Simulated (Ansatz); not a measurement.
**Molecular dynamics of ClGaH₄**

Input file:

```yaml
crystal:
  periodic: [false, false, false]
  atoms:
    - { symbol: Ga, position_ang: [0.016471, -0.343894, -0.140783] }
    - { symbol: Cl, position_ang: [0.01563, 0.028979, 2.371125] }
    - { symbol: H, position_ang: [1.42761, 0.095297, -0.623414] }
    - { symbol: H, position_ang: [-1.418535, 0.022778, -0.613559] }
    - { symbol: H, position_ang: [0.058035, -1.859258, 0.596853] }
    - { symbol: H, position_ang: [0.045491, -1.225601, 1.583179] }
basis:
  gaussian: { orbitals: def2-SVP }
hamiltonian:
  xc: pbe0
md:
  timestep: 0.5
  n_steps: 200
  ensemble: nve
  temperature: 100.0
  initial_velocities: maxwell_boltzmann
  seed: 5596
```

Command:

```bash
$ ansatz run input.yaml --threads 2 --pin off --max-ram 3072MiB --backend cpu --events-out ev --progress --plain --runs-dir out
```

It starts at the highest image of a converged band, a first-order saddle point between two minima.

Output, in part (one step line in 7, the closing report, with atoms numbered from 0):

```
md step     0: t =     0.00 fs  T =   100.0 K  F+E_penalty+E_count = -64943.19797514 eV  E_kin = 0.051704 eV  conserved = -64943.14627114 eV  (22 SCF iters)
md step     7: t =     3.50 fs  T =    55.9 K  F+E_penalty+E_count = -64943.17505442 eV  E_kin = 0.028889 eV  conserved = -64943.14616548 eV  (21 SCF iters)
md step    14: t =     7.00 fs  T =    33.1 K  F+E_penalty+E_count = -64943.16328681 eV  E_kin = 0.017114 eV  conserved = -64943.14617238 eV  (22 SCF iters)
md step    21: t =    10.50 fs  T =    40.7 K  F+E_penalty+E_count = -64943.16723778 eV  E_kin = 0.021046 eV  conserved = -64943.14619168 eV  (22 SCF iters)
md step    28: t =    14.00 fs  T =    55.3 K  F+E_penalty+E_count = -64943.17477423 eV  E_kin = 0.028585 eV  conserved = -64943.14618903 eV  (21 SCF iters)
md step    35: t =    17.50 fs  T =    67.2 K  F+E_penalty+E_count = -64943.18095545 eV  E_kin = 0.034734 eV  conserved = -64943.14622181 eV  (22 SCF iters)
md step    42: t =    21.00 fs  T =    47.9 K  F+E_penalty+E_count = -64943.17092341 eV  E_kin = 0.024764 eV  conserved = -64943.14615988 eV  (22 SCF iters)
md step    49: t =    24.50 fs  T =    59.9 K  F+E_penalty+E_count = -64943.17716536 eV  E_kin = 0.030979 eV  conserved = -64943.14618663 eV  (21 SCF iters)
md step    56: t =    28.00 fs  T =    95.1 K  F+E_penalty+E_count = -64943.19533236 eV  E_kin = 0.049169 eV  conserved = -64943.14616299 eV  (21 SCF iters)
md step    63: t =    31.50 fs  T =   159.9 K  F+E_penalty+E_count = -64943.22888520 eV  E_kin = 0.082663 eV  conserved = -64943.14622191 eV  (22 SCF iters)
md step    70: t =    35.00 fs  T =   198.6 K  F+E_penalty+E_count = -64943.24889645 eV  E_kin = 0.102704 eV  conserved = -64943.14619274 eV  (23 SCF iters)
md step    77: t =    38.50 fs  T =   230.8 K  F+E_penalty+E_count = -64943.26551178 eV  E_kin = 0.119332 eV  conserved = -64943.14617997 eV  (23 SCF iters)
md step    84: t =    42.00 fs  T =   285.6 K  F+E_penalty+E_count = -64943.29389164 eV  E_kin = 0.147665 eV  conserved = -64943.14622637 eV  (22 SCF iters)
md step    91: t =    45.50 fs  T =   317.0 K  F+E_penalty+E_count = -64943.31005991 eV  E_kin = 0.163903 eV  conserved = -64943.14615740 eV  (22 SCF iters)
md step    98: t =    49.00 fs  T =   375.1 K  F+E_penalty+E_count = -64943.34016685 eV  E_kin = 0.193923 eV  conserved = -64943.14624371 eV  (22 SCF iters)
md step   105: t =    52.50 fs  T =   406.2 K  F+E_penalty+E_count = -64943.35622960 eV  E_kin = 0.210035 eV  conserved = -64943.14619507 eV  (22 SCF iters)
md step   112: t =    56.00 fs  T =   413.5 K  F+E_penalty+E_count = -64943.35998875 eV  E_kin = 0.213788 eV  conserved = -64943.14620070 eV  (22 SCF iters)
md step   119: t =    59.50 fs  T =   425.5 K  F+E_penalty+E_count = -64943.36627048 eV  E_kin = 0.220013 eV  conserved = -64943.14625752 eV  (22 SCF iters)
md step   126: t =    63.00 fs  T =   398.0 K  F+E_penalty+E_count = -64943.35195852 eV  E_kin = 0.205799 eV  conserved = -64943.14615908 eV  (26 SCF iters)
md step   133: t =    66.50 fs  T =   370.3 K  F+E_penalty+E_count = -64943.33769760 eV  E_kin = 0.191463 eV  conserved = -64943.14623468 eV  (26 SCF iters)
md step   140: t =    70.00 fs  T =   327.1 K  F+E_penalty+E_count = -64943.31533773 eV  E_kin = 0.169149 eV  conserved = -64943.14618869 eV  (22 SCF iters)
md step   147: t =    73.50 fs  T =   294.8 K  F+E_penalty+E_count = -64943.29859182 eV  E_kin = 0.152423 eV  conserved = -64943.14616915 eV  (26 SCF iters)
md step   154: t =    77.00 fs  T =   273.6 K  F+E_penalty+E_count = -64943.28772318 eV  E_kin = 0.141477 eV  conserved = -64943.14624587 eV  (27 SCF iters)
md step   161: t =    80.50 fs  T =   231.8 K  F+E_penalty+E_count = -64943.26597339 eV  E_kin = 0.119825 eV  conserved = -64943.14614817 eV  (20 SCF iters)
md step   168: t =    84.00 fs  T =   221.6 K  F+E_penalty+E_count = -64943.26077373 eV  E_kin = 0.114555 eV  conserved = -64943.14621823 eV  (27 SCF iters)
md step   175: t =    87.50 fs  T =   202.6 K  F+E_penalty+E_count = -64943.25097592 eV  E_kin = 0.104775 eV  conserved = -64943.14620142 eV  (20 SCF iters)
md step   182: t =    91.00 fs  T =   199.8 K  F+E_penalty+E_count = -64943.24943423 eV  E_kin = 0.103281 eV  conserved = -64943.14615279 eV  (19 SCF iters)
md step   189: t =    94.50 fs  T =   222.0 K  F+E_penalty+E_count = -64943.26101541 eV  E_kin = 0.114782 eV  conserved = -64943.14623324 eV  (20 SCF iters)
md step   196: t =    98.00 fs  T =   229.9 K  F+E_penalty+E_count = -64943.26506445 eV  E_kin = 0.118878 eV  conserved = -64943.14618626 eV  (20 SCF iters)
md step   200: t =   100.00 fs  T =   244.4 K  F+E_penalty+E_count = -64943.27262385 eV  E_kin = 0.126387 eV  conserved = -64943.14623710 eV  (22 SCF iters)
Total energy: -64943.27265195 eV, -2386.6212498278 hartree
Atom 0 at     0.018850    -0.379169    -0.305728 Å, force    -0.120583     0.433741     0.001380 eV/Å
Atom 1 at     0.011713     0.068418     2.654483 Å, force     0.006895    -0.039518     0.146626 eV/Å
Atom 2 at     1.341896     0.454086    -0.453759 Å, force     0.059642    -0.035334     0.048552 eV/Å
Atom 3 at    -1.343168     0.405625    -0.206076 Å, force     0.008133    -0.035638    -0.015836 eV/Å
Atom 4 at     0.013265    -1.913886    -0.507965 Å, force     0.029201    -0.363585     0.063134 eV/Å
Atom 5 at     0.073824    -0.859669     3.554740 Å, force     0.016711     0.040334    -0.243856 eV/Å
Dipole moment:     0.024474    -0.207206     0.484442 e Å
```

All steps were run. The conserved energy stayed within 0.022 meV per atom of its start (net change 0.0057 meV per atom), so the integration is sound. The system heated up, since it started high on the potential surface and ran downhill. A run of 0.1 ps of so small a system gives no equilibrium averages. The orbitals stay closed-shell, which can raise the energy where a bond breaks towards radicals; this wasn't checked here.

The step under study would form Ga1–H5, Cl2–H6 and break Ga1–Cl2, H5–H6. These pairs go: Ga1–H5 1.69 → 1.55 Å, Cl2–H6 1.48 → 1.29 Å, Ga1–Cl2 2.54 → 2.99 Å, H5–H6 1.17 → 4.20 Å. In the last frame they stand as after the step (other bonds may differ from the relaxed reactants and products). It ends as ClH + GaH3. Pairs count as bonded within 1.25 times the sum of covalent radii (0.12 Å more for H–H).

Last frame:

```xyz
6
Properties=species:S:1:pos:R:3
Ga 0.019 -0.379 -0.306
Cl 0.012 0.068 2.655
H 1.342 0.454 -0.454
H -1.343 0.406 -0.206
H 0.013 -1.914 -0.508
H 0.074 -0.860 3.555
```

Run time: 5.2 min on 2 threads of Intel(R) Xeon(R) Platinum 8259CL CPU @ 2.50GHz (Skylake/Cascade Lake) (shared host), peak memory 0.16 GiB.
